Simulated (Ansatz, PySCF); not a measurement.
System: GaCl₂ (charge 0, doublet). SMILES: [Cl][Ga][Cl]
Coordinates optimised at B3LYP-D3(BJ)/def2-TZVP (Ansatz, an electronic-structure program):
```
Ga
Cl 1 2.1845
Cl 1 2.1845 2 119.12
```
Charge 0, spin multiplicity 2.

Quantity: size of the dipole moment, in D. Set-up: dispersion terms only where a functional's name holds one; non-relativistic; six Cartesian d functions in 6-31G* and its kin unless marked 5d; spin-orbit terms left out; LANL2DZ with its own core potentials from Na on; UHF or UKS for open shells. Ab initio and DFT rows: single points at B3LYP-D3(BJ) geometries (Ansatz). The spin state of an ion or metal species was assumed, not searched.

```
level                                    program  size of the dipole moment (D)
---------------------------------------  -------  -----------------------------
SVWN5/6-31G*                              Ansatz                           1.57
SVWN5/6-31G* with LANL2DZ past Ar         Ansatz                           2.04
PBE/STO-3G                                Ansatz                           0.37
PBE/def2-SVP                              Ansatz                           1.46
PBE/6-31G* with LANL2DZ past Ar           Ansatz                           2.05
BLYP/6-31G* with LANL2DZ past Ar          Ansatz                           2.01
B3LYP/6-31G*                              Ansatz                           1.84
B3LYP/6-31G* with LANL2DZ past Ar         Ansatz                           2.26
M06-2X/6-31G* with LANL2DZ past Ar (5d)    PySCF                           2.44
```

No value to compare with is used here. The 9 habitual levels span 0.37 (PBE/STO-3G) to 2.44 D (M06-2X/6-31G* with LANL2DZ past Ar (5d)).

The levels are drawn from those run, B3LYP/6-31G* more often than the rest, none by its result; left out are runs that failed, that the program found above a lower state of the same kind, or whose <S^2> lies over 0.5 above the pure value.
